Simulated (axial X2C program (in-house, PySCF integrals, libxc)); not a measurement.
**How long does PbC⁺ take?**

A bond scan computed with an in-house all-electron X2C program for linear molecules (integrals from PySCF). Basis: Pb dyall-cv3z [12s14p10d7f1g], C dyall-v3z [7s6p2d1f] (cores contracted in-house).

The run was started with this input:
```json
{"zs": [82, 6], "q": 1, "bas": ["dyall-cv3z", "dyall-v3z"], "levels": ["PBE0", "HF", "M06"], "cc": true, "r0": 2.02, "thr": -1.0, "nmax": 90, "npts": 10, "nst": 2, "ntry": 6}
```
```bash
python so2c.py task.json out
```

Keys: zs atomic numbers; q charge; bas basis sets; levels methods; cc coupled cluster on or off; r0 starting distance in Å; thr threshold in hartree for freezing inner shells (an s shell follows its p shell); nmax most natural virtual spinors; npts points on the curve; nst determinants followed; ntry starts of the search. HF also brings MP2.

Hardware: 1 thread of Arm Neoverse V2, on a shared host.

Wall time of one point of each curve, integrals apart:

```
Hamiltonian                               level  points  seconds a point
  spin-free                                PBE0       9             0.94
  spin-free                                  HF       9             0.65
  spin-free  CCSD(T) (7 electrons, 89 virtuals)       7              2.3
  spin-free                                 M06       9              1.6
         2c                                PBE0       9              1.6
         2c                                  HF       9              1.8
         2c  CCSD(T) (7 electrons, 90 virtuals)       7              4.6
         2c                                 M06       9              2.4
```

The rest:

Search with its distance optimisation 50 s, atoms 15 s, whole task 200 s. Coupled cluster runs on the points near the minimum only. The program drops outer points, and coupled cluster, when its time limit (not in the input) nears; MP2, further determinants and curves that did not converge are not in the table.
